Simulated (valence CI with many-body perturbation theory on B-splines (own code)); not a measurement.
Energy levels of Se19+

Method: relativistic CI+MBPT: five valence electrons over a frozen Dirac-Fock core [Ne], a basis of 11 s, 11 p, 10 d, 8 f, 5 g, 2 h functions for each j, with the one-electron correlation potential Σ1, the two-electron term Σ2, the three-electron term Σ3, Breit, model QED; selected CI, second order for the rest, scaled by the run's own slope (own B-spline code, finite nucleus).

No measured spectrum was set against this ion. As an estimate, levels of excited configurations hold to 0.05 to 0.15 % of their energy, terms of the ground configuration to about 0.5 %. Among the levels kept, up to 3400 cm⁻¹ of a level comes from second order outside the variational space, and about a tenth of that is noise between levels of different J, which matters for small intervals.

Levels 91 to 135 of 171, with energies above the lowest level, 3s2 3p3 4S°_3/2. "Leading %" is the weight of the configuration and term that name the level; weights of strongly mixed levels are sums over their largest components and can fall short. Lifetimes count E1, E2, E3, M1 and M2 decay at the calculated energies, and are blank where another channel may lead or the interval is too uncertain; long ones can be off by a factor of two.

```csv
No.,Configuration,Term,J,E (cm⁻¹),Leading %,Second component,Lifetime
91,3s 3p3 3d,4D°,1/2,1342500,26,23 % 3s 3p3 3d 2P°,7.18 ps
92,3s 3p3 3d,2F°,5/2,1352400,76,8 % 3s2 3p 3d2 2F°,46.0 ps
93,3s 3p3 3d,2G°,9/2,1364500,66,17 % 3s2 3p 3d2 2G°,24.6 ps
94,3s 3p3 3d,2F°,7/2,1367500,27,24 % 3s 3p3 3d 4D°,15.0 ps
95,3s 3p3 3d,4D°,5/2,1380600,30,20 % 3s2 3p 3d2 4G°,10.5 ps
96,3s 3p3 3d,4D°,3/2,1383800,59,12 % 3s 3p3 3d 2D°,7.29 ps
97,3s 3p3 3d,4D°,1/2,1386300,42,34 % 3s 3p3 3d 2P°,8.39 ps
98,3s 3p3 3d,4D°,5/2,1386900,33,33 % 3s2 3p 3d2 4G°,10.0 ps
99,3s 3p3 3d,4D°,7/2,1392800,45,25 % 3s 3p3 3d 2F°,12.5 ps
100,3s 3p3 3d,2D°,3/2,1396700,42,21 % 3s 3p3 3d 4D°,9.32 ps
101,3s 3p3 3d,4D°,1/2,1403100,46,34 % 3s 3p3 3d 2P°,8.02 ps
102,3s2 3p 3d2,4G°,7/2,1411100,62,8 % 3s 3p3 3d 2F°,16.5 ps
103,3s 3p3 3d,2D°,5/2,1415800,48,9 % 3s2 3p 3d2 4G°,9.72 ps
104,3s 3p3 3d,2F°,5/2,1418000,34,25 % 3s2 3p 3d2 4G°,10.0 ps
105,3s 3p3 3d,2F°,7/2,1428900,42,22 % 3s2 3p 3d2 2F°,8.23 ps
106,3s 3p3 3d,2D°,3/2,1429900,25,15 % 3s2 3p 3d2 2D°,10.1 ps
107,3s 3p3 3d,2S°,1/2,1433100,42,32 % 3s2 3p 3d2 2S°,7.36 ps
108,3s2 3p 3d2,4G°,9/2,1434100,85,5 % 3s 3p3 3d 4G°,24.4 ps
109,3s 3p3 3d,2P°,3/2,1444100,43,11 % 3s2 3p 3d2 2P°,8.19 ps
110,3s 3p3 3d,2P°,3/2,1448000,51,18 % 3s2 3p 3d2 2P°,7.02 ps
111,3s 3p3 3d,2F°,5/2,1448600,42,11 % 3s 3p3 3d 2D°,8.17 ps
112,3s 3p3 3d,2D°,5/2,1464400,30,23 % 3s 3p3 3d 2F°,8.97 ps
113,3s2 3p 3d2,4G°,11/2,1466500,93,5 % 3s 3p3 3d 4G°,28.1 ps
114,3s2 3p 3d2,4D°,1/2,1474000,73,5 % 3s 3p3 3d 4D°,9.95 ps
115,3s 3p3 3d,2F°,7/2,1476800,77,13 % 3s 3p3 3d 4D°,9.05 ps
116,3s2 3p 3d2,4D°,3/2,1483800,69,5 % 3s2 3p 3d2 4P°,10.2 ps
117,3s2 3p 3d2,2P°,1/2,1490300,29,24 % 3s 3p3 3d 2P°,5.88 ps
118,3s2 3p 3d2,4D°,5/2,1491300,33,19 % 3s 3p3 3d 2D°,8.84 ps
119,3s2 3p 3d2,4F°,3/2,1500500,72,7 % 3s 3p3 3d 4F°,5.82 ps
120,3s2 3p 3d2,4D°,7/2,1502400,40,32 % 3s2 3p 3d2 4F°,7.89 ps
121,3s2 3p 3d2,2H°,9/2,1504300,81,6 % 3s2 3p 3d2 2G°,17.4 ps
122,3s2 3p 3d2,2F°,5/2,1505400,43,19 % 3s 3p3 3d 2F°,8.55 ps
123,3s2 3p 3d2,4P°,1/2,1509900,68,16 % 3s 3p3 3d 2S°,7.98 ps
124,3s2 3p 3d2,4F°,5/2,1512300,56,21 % 3s2 3p 3d2 4D°,6.37 ps
125,3s 3p3 3d,2P°,3/2,1519600,33,31 % 3s2 3p 3d2 4P°,6.93 ps
126,3s2 3p 3d2,4P°,3/2,1525300,41,32 % 3s 3p3 3d 2P°,6.78 ps
127,3s 3p3 3d,2P°,1/2,1531100,70,12 % 3s2 3p 3d2 2P°,6.13 ps
128,3s2 3p 3d2,4F°,9/2,1532600,71,6 % 3s 3p3 3d 4F°,6.73 ps
129,3s2 3p 3d2,4F°,7/2,1533600,38,13 % 3s2 3p 3d2 4D°,6.97 ps
130,3s 3p3 3d,2D°,3/2,1541600,39,38 % 3s2 3p 3d2 2D°,6.85 ps
131,3s 3p3 3d,2D°,5/2,1546100,29,20 % 3s2 3p 3d2 4P°,6.30 ps
132,3s2 3p 3d2,2F°,7/2,1547100,33,32 % 3s2 3p 3d2 4D°,9.25 ps
133,3s2 3p 3d2,2G°,7/2,1549000,54,14 % 3s 3p3 3d 2G°,7.37 ps
134,3s2 3p 3d2,4P°,5/2,1555400,50,14 % 3s 3p3 3d 2D°,6.82 ps
135,3s2 3p 3d2,2H°,11/2,1564700,97,,20.6 ps
```

Names give the largest LS component (configuration and term), which can be under half, so a name can repeat, a term be missing and a line seem to break the LS rules; names also repeat where a configuration has a term twice.

Where two levels of one J and parity lie close, their mixing, g and order are uncertain.
